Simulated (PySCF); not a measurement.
C₆ coefficients of unlike pairs at PBE0

Calculated with PySCF 2.14 from the dipole response of each species, C₆(A,B) = (3/π) ∫ α_A(iu) α_B(iu) du, in atomic units, from isotropic polarisabilities. For ions this is the dispersion term alone; charge-induced terms of lower order in 1/R come first.

```tsv
species	configuration	basis	relativity	α (bohr³)	C₆ (like pair)
Be⁺	[He] 2s1 (2S)	aug-cc-pCVQZ-DK (9s8p6d4f2g)	spin-free X2C	22.27	60.22
V	[Ar] 3d3 4s2 (4F)	x2c-TZVPPall with one added diffuse shell each of s, p, d, f type (7s6p5d3f1g)	spin-free X2C	95.11	1036
F	[He] 2s2 2p5 (2P)	aug-cc-pVTZ (5s4p3d2f)	none	3.516	9.507
Re⁺	[Xe] 4f14 5d5 6s1 (7S)	aug-cc-pVQZ-PP with ECP60MDF (7s7p6d4f3g2h)	core potential	31.27	263.3
```

Question: Estimate C₆ for Re⁺ with F.

Answer: The integral gives 46.04. The combination rule 2 C_A C_B / (C_A α_B/α_A + C_B α_A/α_B) gives 43.85 and the geometric mean 50.03.

No spin-orbit coupling is included.

The other pairs:

| pair | C₆ |
| --- | --- |
| V, Be⁺ | 249.5 |
| F, Be⁺ | 16.86 |
| Re⁺, V | 481.0 |
| F, V | 71.35 |
| Re⁺, Be⁺ | 115.4 |
